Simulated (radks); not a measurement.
Results of a calculation; reference values are marked as such.
Cs45+, 10 electrons, occupied as [Ne]. Code: a radial shooting solver on a logarithmic mesh with Libxc functionals. Model: scalar-relativistic Kohn-Sham, BLYP, spin-polarised, spherical densities, finite nucleus; Fermi nuclear charge, rms radius 4.8041 fm.

Unscreened Slater integrals over Kohn-Sham orbitals (eV). They are taken over the spin-up orbitals.

integral,value
"F0(2p,2p)",258.14
"F2(2p,2p)",122.80
"F0(2p,2s)",236.93
"G1(2p,2s)",134.39
"F0(2p,1s)",350.60
"G1(2p,1s)",66.931
"F0(2s,2s)",223.60
"F0(2s,1s)",314.98
"G0(2s,1s)",31.561
"F0(1s,1s)",985.34
